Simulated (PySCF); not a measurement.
SMILES CB(C)[NH][GeH3], singlet, GFN2-xTB optimised geometry.

```
15

Ge    -0.11    -2.06    -0.01
N     -0.74    -0.34     0.00
B     -0.06     0.88     0.00
C     -0.87     2.25     0.00
C      1.52     0.88     0.00
H      0.78    -2.30     1.17
H     -1.32    -2.94     0.06
H      0.66    -2.33    -1.27
H     -1.75    -0.29     0.01
H     -0.49     2.94     0.75
H     -0.76     2.75    -0.96
H     -1.94     2.12     0.17
H      1.91     1.20     0.97
H      1.93    -0.11    -0.20
H      1.94     1.57    -0.74
```

Density from CAM-B3LYP/def2-TZVP in PySCF at that geometry.

Minimum of the electron density along straight lines between bonded atoms, close to the bond critical point (lines longer than 1.1 times the sum of covalent radii, or with two minima, are not listed):

```
bond    length / Å  ρ at the minimum / e bohr⁻³  ∇²ρ there / e bohr⁻⁵  position (fraction from the first atom)
------  ----------  ---------------------------  --------------------  ---------------------------------------
Ge1–N2       1.826                        0.143            (withheld)                                     0.47
N2–B3        1.402                        0.211            (withheld)                                     0.67
B3–C4        1.588                        0.183                 -0.33                                     0.33
B3–C5        1.583                        0.185                 -0.32                                     0.33
Ge1–H6       1.497                        0.144                  0.08                                     0.60
Ge1–H7       1.498                        0.143                  0.08                                     0.60
Ge1–H8       1.499                        0.143                  0.08                                     0.60
N2–H9        1.012                        0.336            (withheld)                                     0.73
C4–H10       1.088                        0.274                 -0.92                                     0.64
C4–H11       1.089                        0.272                 -0.91                                     0.64
C4–H12       1.089                        0.275                 -0.92                                     0.63
C5–H13       1.089                        0.272                 -0.91                                     0.64
C5–H14       1.092                        0.273                 -0.91                                     0.63
C5–H15       1.088                        0.274                 -0.92                                     0.64
```

Question: Complete the blanks.

Answer: 
- Ge1–N2, ∇²ρ there / e bohr⁻⁵: 0.44
- N2–B3, ∇²ρ there / e bohr⁻⁵: 0.56
- N2–H9, ∇²ρ there / e bohr⁻⁵: -1.62
